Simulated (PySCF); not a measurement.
NMR data simulated for an unnamed compound:

1H NMR (400 MHz, computed): δ 7.73 (d, 1H), 6.54 (s, 1H), 6.45 (m, 1H), 5.95 (t, 1H), 4.73 (m, 2H).

13C{1H} NMR (computed): δ 165.7 (C), 156.7 (CH), 136.3 (CH), 129.4 (CH), 85.2 (CH).

PySCF 2.14 calculation with GFN2-xTB geometry and PBE0/pcSseg-1 with gauge-including orbitals; no solvent, rapidly exchanging positions averaged, non-relativistic Hamiltonian, single conformer.

References, each an isolated molecule treated in the same way: TMS for 1H (σref 31.72) and 13C (σref 186.93).

Task: Which of these does the molecule contain: a CF3 group, a non-aromatic C=C double bond, a (CH3)2CH unit, an amide, a Si–H bond?

Result: 
- A CF3 group: no.
- A non-aromatic C=C double bond: yes.
- A (CH3)2CH unit: no.
- An amide: no.
- A Si–H bond: yes (δH 4.73 (m)).

The data belong to SMILES ClC(Cl)C1=C[SiH2]C=C1, C₅H₆Cl₂Si; they needn't prove each group on their own.

Carbon signals by region: 1 in the far downfield region (above 160 ppm), 3 in the sp2 and nitrile region (100–160 ppm), 1 at 50–100 ppm. Above 160 ppm: 165.7, fully substituted alkene carbon.

Carbons that carry Cl, above all several Cl atoms, come out too deshielded, partly because spin–orbit coupling is missing. Shifts are as computed. Against solution values, carbons near 30 ppm lie about +3 ppm off and those near 130 ppm about +5 ppm; carbons on Cl a further +6 ppm. Of 1211 compounds with measured shifts, 218 miss one by over three times the rms of a fit or turn the order of signals round; such compounds aren't used in these exercises. No couplings were computed; multiplicities are counted from neighbouring protons, with m where these are inequivalent, close in shift, in a saturated or five-membered ring or joined by F or P, and br s for small geminal =CH2 splittings.
